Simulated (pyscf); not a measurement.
H₃C–N(CH₃)–SiH₂–OH (SMILES CN(C)[SiH2]O), singlet

Gas-phase minimum from PySCF at ωB97X-D3(BJ)/def2-SVP, one conformer. 

SMILES: CN(C)[SiH2]O
```xyz
14

C     -1.6198    -1.2224     1.1023
N     -0.4510    -0.4132     0.8351
C     -0.2522     0.6864     1.7581
Si     0.5046    -0.5221    -0.5997
O      2.1357    -0.5421    -0.2402
H     -1.5771    -1.6660     2.1159
H     -1.6908    -2.0477     0.3776
H     -2.5588    -0.6370     1.0393
H     -1.0797     1.4227     1.7205
H      0.6861     1.2150     1.5269
H     -0.1773     0.3244     2.8013
H      0.3912     0.6556    -1.5036
H      0.0389    -1.7623    -1.2878
H      2.4098    -1.2142     0.3929
```

Bond lengths (Å): C1–N2 1.446, C1–H6 1.107, C1–H7 1.101, C1–H8 1.108, N2–C3 1.449, N2–Si4 1.727, C3–H9 1.108, C3–H10 1.101, C3–H11 1.107, Si4–O5 1.670, Si4–H12 1.489, Si4–H13 1.493, O5–H14 0.963. Bond angles (°): N2–C1–H6 111.2, N2–C1–H7 110.5, N2–C1–H8 112.2, H6–C1–H7 107.8, H6–C1–H8 107.2, H7–C1–H8 107.7, C1–N2–C3 114.7, C1–N2–Si4 124.4, C3–N2–Si4 120.1, N2–C3–H9 112.3, N2–C3–H10 110.3, N2–C3–H11 111.2, H9–C3–H10 108.1, H9–C3–H11 107.5 (the first ones only).

Properties at ωB97X-D3(BJ)/def2-SVP:

```
Item                                                                                                                                                                                                                                                                                                                        Result
---------------------------------------------------------------------------------------------------------------------  -----------------------------------------------------------------------------------------------------------------------------------------------------------------------------------------------------------
Harmonic wavenumbers, unscaled                                                                                         28, 126, 201, 216, 250, 278, 356, 399, 655, 684, 768, 847, 907, 963, 978, 1045, 1101, 1124, 1178, 1283, 1349, 1445, 1464, 1473, 1474, 1497, 1519, 2246, 2267, 3006, 3012, 3068, 3077, 3147, 3155, 3924 cm⁻¹
Zero-point energy                                                                                                                                                                                                                                                                                                    72.2 kcal/mol
Rotational symmetry number                                                                                                                                                                                                                                                                                                       1
Entropy of this conformer at 298 K and 1 atm, rigid rotor and harmonic oscillator, modes under 100 cm⁻¹ raised to 100                                                                                                                                                                                              350.7 J/(mol K)
Dipole moment                                                                                                                                                                                                                                                                                                               2.04 D
```

Single-point totals, which compare only within one level:

| level | total energy (hartree) |
|---|---|
| ωB97X-D3(BJ)/def2-TZVP | -501.35877 |
| PBE/def2-TZVP | -500.83043 |
| r²SCAN/def2-TZVP | -501.10176 |
| B3LYP-D3(BJ)/def2-TZVP | -501.29780 |
| PBE0-D3(BJ)/def2-TZVP | -500.88940 |
| M06-2X/def2-TZVP | -501.13524 |
| ωB97M-D3(BJ)/def2-TZVP | -501.34278 |

The lowest mode is so soft that the shape along it may change with the basis. Soft torsions are taken as harmonic, which can shift the entropy by several J/(mol K).
